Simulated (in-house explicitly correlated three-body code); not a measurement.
Computed with an exponentially correlated three-body code. Model: two electrons around a point charge, non-relativistic, variational in 260 exponentially correlated functions (energies converged to about 1e-7 hartree, or 1e-8 relative for large Z).

For two electrons in a singlet the Kohn-Sham orbital is the square root of half the density, so the exact Kohn-Sham potential and energy parts follow from the density alone, and exchange is minus half the Hartree energy. The Kohn-Sham level equals minus the binding energy of the second electron.

Command:
```bash
python run_hyl.py task.json out
```
Settings (lengths in bohr, energies in hartree):
```
Z                      1.68
interaction_strength   1
functions              260
states_tried           13
```

Time taken, with all properties: 36 s on 1 thread of Intel(R) Xeon(R) Platinum 8375C CPU @ 2.90GHz (Ice Lake) (shared host).

**Those bound S and P states to n = 4 that converged, binding against the one-electron ion.**

Given: nuclear charge 1.68.

Computed: one-electron threshold -1.4112 hartree.

```csv
term,energy (hartree),binding (eV),quantum defect
1 1S,-1.92554505,13.996,0.32955
2 3S,-1.50051891,2.4305,0.39113
2 1S,-1.48315859,1.9581,0.20753
2 3P,-1.47250258,1.6681,0.057976
2 1P,-1.46873608,1.5656,-0.0045817
3 3S,?,?,?
3 1S,-1.44068645,0.80237,0.19984
3 3P,-1.4380001,0.72927,0.062853
3 1P,?,?,?
4 3S,-1.42883942,0.47999,0.37964
4 1S,-1.42719057,0.43513,0.19756
4 3P,-1.42612664,0.40617,0.064382
4 1P,-1.42559862,0.39181,-0.0071307
```

Task: What belongs in the row 3 3S?

Result: energy (hartree): -1.44493688; binding (eV): 0.91803; quantum defect: 0.38217.

Task: What belongs in the row 3 1P?

Result: energy (hartree): -1.43677723; binding (eV): 0.69599; quantum defect: -0.0065411.

**Converged states only, values per electron or pair.**

| term | mean r (bohr) | mean r squared (bohr²) | mean inverse r (1/bohr) | mean r12 (bohr) | mean inverse r12 (1/bohr) | mean cosine | mean p1 dot p2 (bohr⁻²) | delta r1 (bohr⁻³) | delta r12 (bohr⁻³) |
| --- | --- | --- | --- | --- | --- | --- | --- | --- | --- |
| 1 1S | 1.163 | 1.8909 | 1.3685 | 1.7963 | 0.74703 | -0.075223 | 0.11825 | 1.0056 | 0.049321 |
| 2 3S | 3.3508 | 20.414 | 0.95367 | 5.9121 | 0.2033 | -0.016312 | 0.0044429 | 0.77353 | - |
| 2 1S | 4.0409 | 30.642 | 0.93592 | 7.2664 | 0.17837 | -0.013293 | 0.0057709 | 0.76867 | 0.0029938 |
| 2 3P | ? | ? | ? | ? | ? | ? | ? | ? | - |
| 2 1P | 4.154 | 33.452 | 0.92406 | 7.4849 | 0.16737 | -0.0078858 | 0.015978 | 0.75483 | 0.00016043 |
| 3 3S | 8.0348 | 131.73 | 0.8855 | 15.215 | 0.085406 | -0.0040755 | 0.0010691 | 0.75915 | - |
| 3 1S | 9.1248 | 171.59 | 0.88082 | 17.388 | 0.07819 | -0.0037388 | 0.0015377 | 0.75837 | 0.00080984 |
| 3 3P | 9.205 | 177.97 | 0.87967 | 17.554 | 0.079689 | -0.0074776 | -0.0072436 | 0.75295 | - |
| 3 1P | 9.6885 | 197.16 | 0.87745 | 18.513 | 0.074661 | -0.0021363 | 0.0052035 | 0.75473 | 5.5021e-05 |
| 4 3S | 14.924 | 472.75 | 0.86438 | 28.975 | 0.046647 | -0.0015731 | 0.00040844 | 0.75637 | - |
| 4 1S | ? | ? | ? | ? | ? | ? | ? | ? | ? |
| 4 3P | 16.779 | 606.63 | 0.86205 | 32.685 | 0.044247 | -0.0031089 | -0.0030416 | 0.75395 | - |
| 4 1P | 17.427 | 654.35 | 0.8611 | 33.977 | 0.042109 | -0.00087592 | 0.0022588 | 0.75467 | 2.436e-05 |

Task: What belongs in the row 2 3P?

Result: mean r (bohr): 3.8392; mean r squared (bohr²): 28.524; mean inverse r (1/bohr): 0.93113; mean r12 (bohr): 6.8804; mean inverse r12 (1/bohr): 0.18358; mean cosine: -0.025649; mean p1 dot p2 (bohr⁻²): -0.023898; delta r1 (bohr⁻³): 0.74897.

Task: What belongs in the row 4 1S?

Result: mean r (bohr): 16.415; mean r squared (bohr²): 574.27; mean inverse r (1/bohr): 0.86251; mean r12 (bohr): 31.955; mean inverse r12 (1/bohr): 0.043646; mean cosine: -0.0015254; mean p1 dot p2 (bohr⁻²): 0.00061745; delta r1 (bohr⁻³): 0.75614; delta r12 (bohr⁻³): 0.00032702.

**Exact Kohn-Sham parts of the ground state from its density.**

Computed: total energy -1.92554505 hartree; Kohn-Sham kinetic 1.8906 hartree; Hartree energy 1.6467 hartree; exchange energy -0.82334 hartree; DFT correlation energy -0.041411 hartree; kinetic part of the DFT correlation energy 0.034901 hartree; exact minus restricted Hartree-Fock -0.041289 hartree; restricted Hartree-Fock level -14.41 eV; dipole polarisability 3.5242 bohr³; C6 of two such species 5.7951 hartree·bohr⁶.

Task: What is the Kohn-Sham level?

Result: -13.996 eV.

Task: What is the potential part of the DFT correlation energy?

Result: -0.076311 hartree.

**Density and exact potentials over r, pair density (one pair, times 4 pi r12^2) and exact minus Kohn-Sham pair density over r12.**

```csv
radius (bohr),radial density (electrons/bohr),exchange potential (hartree),intracule density (1/bohr),Coulomb hole against Kohn-Sham (1/bohr),correlation potential (hartree)
0.138,0.3044,-1.3365,0.013034,-0.01066,-0.048
0.162,0.38782,-1.326,0.018141,-0.01417,-0.044
0.19,0.48703,-1.3125,0.025181,-0.01865,-0.039
0.223,0.60302,-1.2952,0.034943,-0.02429,-0.033
0.262,?,?,?,?,?
0.307,0.87404,-1.2459,0.066489,-0.03929,-0.017
0.361,1.0198,-1.2118,0.091245,-0.04849,-0.008
0.423,1.1549,-1.1713,0.12313,-0.05779,0.001
0.496,1.2702,-1.1232,0.16412,-0.06624,0.011
0.583,1.3511,-1.0663,0.21566,-0.07212,0.019
0.684,1.3815,-1.0025,0.27572,-0.07298,0.026
0.802,?,?,?,?,?
0.941,1.2616,-0.85604,0.40704,-0.05186,0.032
1.1,1.1179,-0.77823,0.46094,-0.02978,0.03
1.3,0.92039,-0.69359,0.49403,-0.001721,0.026
1.52,0.71607,-0.61545,0.49016,0.02245,0.02
1.78,0.51423,-0.53983,0.44609,0.03814,0.014
2.09,0.3349,-0.4682,0.36449,0.04115,0.009
2.46,0.19395,-0.40225,0.26061,0.03242,0.005
2.88,0.10098,-0.34562,0.16254,0.01892,0.002
3.38,0.044919,-0.29534,0.084526,0.007143,0.001
3.97,0.016691,-0.25175,0.035636,0.0007843,0
```

Task: What belongs in the row 0.262?

Result: radial density (electrons/bohr): 0.7345; exchange potential (hartree): -1.2731; intracule density (1/bohr): 0.048445; Coulomb hole against Kohn-Sham (1/bohr): -0.03124; correlation potential (hartree): -0.026.

Task: What belongs in the row 0.802?

Result: radial density (electrons/bohr): 1.3527; exchange potential (hartree): -0.93215; intracule density (1/bohr): 0.34148; Coulomb hole against Kohn-Sham (1/bohr): -0.0667; correlation potential (hartree): 0.031.

The correlation energy of density-functional theory lies 0.12 millihartree below exact minus Hartree-Fock, because the Hartree-Fock density, unlike the exact one, minimises the Hartree-Fock energy.
